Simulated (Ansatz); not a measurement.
Potential energy curve for LiNa, singlet.

Method: Ansatz (a quantum-chemistry and plane-wave program) with full CI/cc-pVDZ, frozen core.

Question: Relative to R = 2.99 Å, what are the energies at R = 3.40, 4.85, 6.39, 7.83 Å?

Answer: 3.0 mEh at 3.40 Å, 22.3 mEh at 4.85 Å, 28.8 mEh at 6.39 Å, 29.7 mEh at 7.83 Å.
